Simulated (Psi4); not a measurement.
C4H9O, doublet, at a GFN2-xTB geometry; OMP2/STO-3G run with Psi4.

Psi4 was given this input:
```
memory 2 GB

molecule {
0 2
  C     2.34449256   -0.09813638   -0.00073337
  C     0.88937594   -0.48778015   -0.21704361
  C    -0.04543918    0.71839659   -0.09204646
  C    -1.50354472    0.27416734   -0.25316904
  O    -2.00858632   -0.48751152    0.68447693
  H     2.65776752    0.64052160   -0.73593568
  H     2.48402591    0.32489821    0.99135532
  H     2.98696168   -0.97020344   -0.09670548
  H     0.58443175   -1.23051715    0.52249205
  H     0.77427526   -0.93476375   -1.20784599
  H     0.08186284    1.16614618    0.89499254
  H     0.19852652    1.46432205   -0.85103369
  H    -2.14713345    1.18699457   -0.35187235
  H    -1.66133505   -0.18719037   -1.26330719
}

set basis sto-3g
set reference uhf

energy('omp2')
print_variables()
```

Question: Predict the main parts of the log of this Psi4 run.

Answer: 
```
    For method 'OMP2', SCF Algorithm Type (re)set to DISK_DF.

   => Loading Basis Set <=

    Name: STO-3G
    Role: ORBITAL
    Keyword: BASIS

         ---------------------------------------------------------
                                   SCF
               by Justin Turney, Rob Parrish, Andy Simmonett
                          and Daniel G. A. Smith
                              UHF Reference
         ---------------------------------------------------------

  ==> Geometry <==

    Molecular point group: c1
    Full point group: C1

    Geometry (in Angstrom), charge = 0, multiplicity = 2:

       Center              X                  Y                   Z               Mass
    ------------   -----------------  -----------------  -----------------  -----------------
         C            2.425276912168    -0.078341737747    -0.029173174717    12.000000000000
         C            0.970160292168    -0.467985507747    -0.245483414717    12.000000000000
         C            0.035345172168     0.738191232253    -0.120486264717    12.000000000000
         C           -1.422760367832     0.293961982253    -0.281608844717    12.000000000000
         O           -1.927801967832    -0.467716877747     0.656037125283    15.994914619570
         H            2.738551872168     0.660316242253    -0.764375484717     1.007825032230
         H            2.564810262168     0.344692852253     0.962915515283     1.007825032230
         H            3.067746032168    -0.950408797747    -0.125145284717     1.007825032230
         H            0.665216102168    -1.210722507747     0.494052245283     1.007825032230
         H            0.855059612168    -0.914969107747    -1.236285794717     1.007825032230
         H            0.162647192168     1.185940822253     0.866552735283     1.007825032230
         H            0.279310872168     1.484116692253    -0.879473494717     1.007825032230
         H           -2.066349097832     1.206789212253    -0.380312154717     1.007825032230
         H           -1.580550697832    -0.167395727747    -1.291746994717     1.007825032230

  Running in c1 symmetry.

  Rotational constants: A =      0.46159  B =      0.08026  C =      0.07508 [cm^-1]
  Rotational constants: A =  13838.05482  B =   2406.02900  C =   2250.95357 [MHz]
  Nuclear repulsion =  179.542301884008452

  Charge       = 0
  Multiplicity = 2
  Electrons    = 41
  Nalpha       = 21
  Nbeta        = 20

  ==> Algorithm <==

  SCF Algorithm Type is DISK_DF.
  DIIS enabled.
  MOM disabled.
  Fractional occupation disabled.
  Guess Type is SAD.
  Energy threshold   = 1.00e-08
  Density threshold  = 1.00e-08
  Integral threshold = 1.00e-12

  ==> Primary Basis <==

  Basis Set: STO-3G
    Blend: STO-3G
    Number of shells: 24
    Number of basis functions: 34
    Number of Cartesian functions: 34
    Spherical Harmonics?: true
    Max angular momentum: 1

   => Loading Basis Set <=

    Name: (STO-3G AUX)
    Role: JKFIT
    Keyword: DF_BASIS_SCF

  ==> Integral Setup <==

  ==> DiskDFJK: Density-Fitted J/K Matrices <==

    J tasked:                  Yes
    K tasked:                  Yes
    wK tasked:                  No
    Integrals threads:           1
    Algorithm:                Core
    Integral Cache:           SAVE
    Schwarz Cutoff:          1E-12
    Fitting Condition:       1E-10

   => Auxiliary Basis Set <=

  Basis Set: (STO-3G AUX)
    Blend: DEF2-UNIVERSAL-JKFIT
    Number of shells: 179
    Number of basis functions: 539
    Number of Cartesian functions: 629
    Spherical Harmonics?: true
    Max angular momentum: 4

  Minimum eigenvalue in the overlap matrix is 1.9929066941E-01.
  Reciprocal condition number of the overlap matrix is 7.7130747749E-02.
    Using symmetric orthogonalization.

  ==> Pre-Iterations <==

  SCF Guess: Superposition of Atomic Densities via on-the-fly atomic UHF (no occupation information).

   -------------------------
    Irrep   Nso     Nmo
   -------------------------
     A         34      34
   -------------------------
    Total      34      34
   -------------------------

  ==> Iterations <==

                           Total Energy        Delta E     RMS |[F,P]|

   @DF-UHF iter SAD:  -224.38804518280523   -2.24388e+02   0.00000e+00
   @DF-UHF iter   1:  -228.48721996728671   -4.09917e+00   1.22379e-02 DIIS/ADIIS
   @DF-UHF iter   2:  -228.64960264532220   -1.62383e-01   5.60931e-03 DIIS/ADIIS
   @DF-UHF iter   3:  -228.67740861193934   -2.78060e-02   1.82818e-03 DIIS/ADIIS
   @DF-UHF iter   4:  -228.68410322914843   -6.69462e-03   3.55700e-04 DIIS/ADIIS
   @DF-UHF iter   5:  -228.68430763733176   -2.04408e-04   1.46053e-04 DIIS/ADIIS
   @DF-UHF iter   6:  -228.68435427329337   -4.66360e-05   7.73385e-05 DIIS
   @DF-UHF iter   7:  -228.68437417946336   -1.99062e-05   4.90399e-05 DIIS
   @DF-UHF iter   8:  -228.68438568837541   -1.15089e-05   4.49842e-05 DIIS
   @DF-UHF iter   9:  -228.68439778858368   -1.21002e-05   4.40897e-05 DIIS
   @DF-UHF iter  10:  -228.68442473753981   -2.69490e-05   4.29291e-05 DIIS
   @DF-UHF iter  11:  -228.68449322397544   -6.84864e-05   4.02005e-05 DIIS
   @DF-UHF iter  12:  -228.68468956692442   -1.96343e-04   3.60549e-05 DIIS
   @DF-UHF iter  13:  -228.68471599016803   -2.64232e-05   2.94529e-05 DIIS
   @DF-UHF iter  14:  -228.68483878535415   -1.22795e-04   8.32706e-05 DIIS
   @DF-UHF iter  15:  -228.68484117266098   -2.38731e-06   7.18897e-05 DIIS
   @DF-UHF iter  16:  -228.68485318248747   -1.20098e-05   3.94302e-05 DIIS
   @DF-UHF iter  17:  -228.68485558840069   -2.40591e-06   1.36995e-05 DIIS
   @DF-UHF iter  18:  -228.68485590074812   -3.12347e-07   2.45531e-06 DIIS
   @DF-UHF iter  19:  -228.68485591145821   -1.07101e-08   1.99267e-07 DIIS
   @DF-UHF iter  20:  -228.68485591147936   -2.11458e-11   2.79245e-07 DIIS
   @DF-UHF iter  21:  -228.68485591162192   -1.42563e-10   5.15558e-08 DIIS
   @DF-UHF iter  22:  -228.68485591162877   -6.84963e-12   1.53249e-08 DIIS
[...]
  @DF-UHF Final Energy:  -228.68485591162988
    Total Energy =                       -228.6848559116298816
  DIE_IF_NOT_CONVERGED          => (empty)
[...]

	MO Hessian type is changed to 'APPROX_DIAG'
	MO spaces...

	 FC   AOCC   BOCC  AVIR   BVIR   FV
	------------------------------------------
	  0    21    20    13     14     0
	Reading DF integrals from disk ...
	Number of basis functions in the DF-HF basis: 539
	Number of basis functions in the DF-CC basis: 366

	Minimum required memory for amplitudes:      1.79 MB

	Computing DF-MP2 energy using SCF MOs (Canonical DF-MP2)...
	=======================================================================
	Nuclear Repulsion Energy (a.u.)    :   179.54230188400845
	DF-HF Energy (a.u.)                :  -228.68485591162988
	REF Energy (a.u.)                  :  -228.68485591162988
	Alpha-Alpha Contribution (a.u.)    :    -0.01162115336989
	Alpha-Beta Contribution (a.u.)     :    -0.19589847449717
	Beta-Beta Contribution (a.u.)      :    -0.01253073231812
	Scaled_SS Correlation Energy (a.u.):    -0.00805062856267
	Scaled_OS Correlation Energy (a.u.):    -0.23507816939661
	DF-SCS-MP2 Total Energy (a.u.)     :  -228.92798470958917
	DF-SOS-MP2 Total Energy (a.u.)     :  -228.93952392847621
	DF-SCS(N)-MP2 Total Energy (a.u.)  :  -228.72736323044077
	DF-MP2 Correlation Energy (a.u.)   :    -0.22005036018518
	DF-MP2 Total Energy (a.u.)         :  -228.90490627181507
	=======================================================================

	Number of alpha independent-pairs:273
	Number of beta independent-pairs :280

 ==============================================================================
 ================ Performing DF-OMP2 iterations... ============================
 ==============================================================================
	            Minimizing DF-MP2-L Functional
	            ------------------------------
 Iter       E_total           DE           RMS MO Grad      MAX MO Grad      RMS T2
 ----    ---------------    ----------     -----------      -----------     ----------
	successfully fired up coupled DIIS...
   1     -228.9057171549     -8.11e-04       1.37e-03         9.39e-03        1.28e-05
   2     -228.9059370174     -2.20e-04       8.09e-04         6.23e-03        7.61e-06
   3     -228.9060508830     -1.14e-04       1.94e-04         1.73e-03        9.97e-06
   4     -228.9060554031     -4.52e-06       1.09e-04         1.01e-03        1.45e-06
   5     -228.9060574044     -2.00e-06       3.05e-05         2.68e-04        1.28e-06
   6     -228.9060576161     -2.12e-07       1.49e-05         8.92e-05        2.74e-07
   7     -228.9060576693     -5.32e-08       5.62e-06         3.40e-05        1.16e-07
   8     -228.9060576778     -8.48e-09       3.08e-06         3.22e-05        3.29e-08
   9     -228.9060576807     -2.89e-09       2.59e-06         3.22e-05        1.57e-08
  10     -228.9060576830     -2.34e-09       2.47e-06         3.19e-05        1.45e-08
  11     -228.9060576856     -2.61e-09       2.42e-06         3.13e-05        1.69e-08
  12     -228.9060576903     -4.63e-09       2.34e-06         3.02e-05        3.09e-08
  13     -228.9060576905     -2.06e-10       2.33e-06         3.02e-05        1.43e-09
  14     -228.9060577157     -2.53e-08       1.87e-06         2.33e-05        1.95e-07
  15     -228.9060577369     -2.12e-08       1.34e-06         1.55e-05        2.27e-07
  16     -228.9060577448     -7.92e-09       1.03e-06         1.10e-05        1.26e-07
  17     -228.9060577504     -5.60e-09       7.13e-07         6.04e-06        1.40e-07
  18     -228.9060577519     -1.47e-09       5.21e-07         4.00e-06        6.42e-08
  19     -228.9060577525     -6.35e-10       3.68e-07         3.06e-06        4.82e-08
  20     -228.9060577528     -2.46e-10       8.39e-08         7.10e-07        4.70e-08

 ==============================================================================
 ======================== DF-OMP2 ITERATIONS ARE CONVERGED ====================
 ==============================================================================

	Computing MP2 energy using optimized MOs...
	=======================================================================
	Nuclear Repulsion Energy (a.u.)    :   179.54230188400845
	DF-HF Energy (a.u.)                :  -228.68485591162988
	REF Energy (a.u.)                  :  -228.68351979700543
	Alpha-Alpha Contribution (a.u.)    :    -0.01202621139223
	Alpha-Beta Contribution (a.u.)     :    -0.19726914270711
	Beta-Beta Contribution (a.u.)      :    -0.01324260138546
	Scaled_SS Correlation Energy (a.u.):    -0.00842293759256
	Scaled_OS Correlation Energy (a.u.):    -0.23672297124853
	DF-SCS-MP2 Total Energy (a.u.)     :  -228.92866570584650
	DF-SOS-MP2 Total Energy (a.u.)     :  -228.92024276825396
	DF-SCS(N)-MP2 Total Energy (a.u.)  :  -228.72799290749415
	DF-MP2 Correlation Energy (a.u.)   :    -0.22120184086035
	DF-MP2 Total Energy (a.u.)         :  -228.90605775249023
	=======================================================================

	=======================================================================
	================ DF-OMP2 FINAL RESULTS ================================
	=======================================================================
	Nuclear Repulsion Energy (a.u.)    :   179.54230188400845
	DF-HF Energy (a.u.)                :  -228.68485591162988
	REF Energy (a.u.)                  :  -228.68351979700543
	DF-SCS-OMP2 Total Energy (a.u.)    :  -228.92866570584650
	DF-SOS-OMP2 Total Energy (a.u.)    :  -228.92024276825396
	DF-SCS(N)-OMP2 Total Energy (a.u.) :  -228.72799290749415
	DF-OMP2 Correlation Energy (a.u.)  :    -0.22120184113243
	Edfomp2 - Eref (a.u.)              :    -0.22253795575688
	DF-OMP2 Total Energy (a.u.)        :  -228.90605775276231
	=======================================================================

  Variable Map:
  ----------------------------------------------------------------------------
[...]
  Array Variable Map:
  ----------------------------------------------------------------------------
[...]
[...]
```
